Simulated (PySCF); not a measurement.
**Nuclear quadrupole coupling in `CC(=O)NC1=CCC=CC1`**

C8H11NO.
Structure used (PBE0-D3(BJ)/def2-SVP), in Å, numbered top down from 1:
```
atom  x, y, z in Å
C1    -3.6771   -0.3860   -0.6236
C2    -2.2606   -0.7731   -0.2496
O3    -1.9731   -1.8862    0.1353
N4    -1.3620    0.2546   -0.3956
C5     0.0191    0.2829   -0.1499
C6     0.7055    1.4072   -0.4172
C7     2.1744    1.5676   -0.1944
C8     2.8156    0.3397    0.3681
C9     2.1369   -0.7771    0.6353
C10    0.6684   -0.9480    0.4118
H11   -4.0335    0.4565   -0.0107
H12   -4.3262   -1.2531   -0.4585
H13   -3.7370   -0.0858   -1.6815
H14   -1.7405    1.1271   -0.7432
H15    0.1676    2.2701   -0.8272
H16    2.6749    1.8473   -1.1425
H17    2.3664    2.4280    0.4767
H18    3.8923    0.3791    0.5613
H19    2.6651   -1.6433    1.0464
H20    0.1648   -1.2367    1.3505
H21    0.4724   -1.8080   -0.2503
```

Field gradients from the PBE0/pcSseg-1 density (PySCF, non-relativistic), principal values in atomic units, ordered |Vxx| ≤ |Vyy| ≤ |Vzz|:

| atom | Vxx | Vyy | Vzz |
| --- | --- | --- | --- |
| O3 | 0.8152 | 0.8912 | -1.7064 |
| N4 | 0.4131 | 0.4866 | -0.8997 |

**Question.** Find the asymmetry η = (Vxx − Vyy)/Vzz and the couplings χ = eQV/h (234.96 MHz × Q in barn × V in au), with Q(17O) = −0.0256 b, Q(14N) = 0.02044 b.

**Answer.** 
| atom | environment | nucleus | η | χzz (MHz) | χxx (MHz) | χyy (MHz) |
| --- | --- | --- | --- | --- | --- | --- |
| O3 | amide oxygen | 17O | 0.04 | 10.26 | -4.90 | -5.36 |
| N4 | amide nitrogen | 14N | 0.08 | -4.321 | 1.984 | 2.337 |

The gradient is axial or nearly so (η below 0.05) at O3. 

**Question.** What is Vzz at O3 in SI units (1 au = 9.71736 × 10²¹ V/m²)?

**Answer.** -1.7064 au = -16.581 × 10²¹ V/m².

**Question.** And the gradient at the other heavy atoms, for which no coupling is worked out here?

**Answer.** 
| atom | environment | Vzz (au) | η |
| --- | --- | --- | --- |
| C1 | methyl carbon next to a carbonyl | -0.068 | 1.00 |
| C2 | amide carbonyl carbon | 0.387 | 0.67 |
| C5 | vinylic carbon bearing nitrogen | -0.330 | 0.10 |
| C6 | alkene CH carbon | -0.108 | 0.92 |
| C7 | allylic carbon | 0.035 | 0.06 |
| C8 | alkene CH carbon | 0.259 | 0.68 |
| C9 | alkene CH carbon | 0.270 | 0.65 |
| C10 | allylic carbon | 0.099 | 0.19 |

**Question.** What couplings would deuterons (Q(2H) = 0.00286 b) have in place of the hydrogens, at this geometry?

**Answer.** 
```csv
atom,bonded to,bond length (Å),Vzz (au),η,χzz (kHz)
H11,C1,1.101,0.2897,0.03,195
H12,C1,1.096,0.2960,0.01,199
H13,C1,1.101,0.2897,0.03,195
H14,N4,1.013,0.3897,0.21,262
H15,C6,1.096,0.3023,0.13,203
H16,C7,1.108,0.2770,0.04,186
H17,C7,1.108,0.2771,0.04,186
H18,C8,1.095,0.3028,0.07,203
H19,C9,1.095,0.3018,0.07,203
H20,C10,1.104,0.2809,0.07,189
H21,C10,1.103,0.2813,0.07,189
```

Geometry: PBE0-D3(BJ)/def2-SVP, one conformer, isolated molecule. With so small a basis the couplings can be 20 % off.
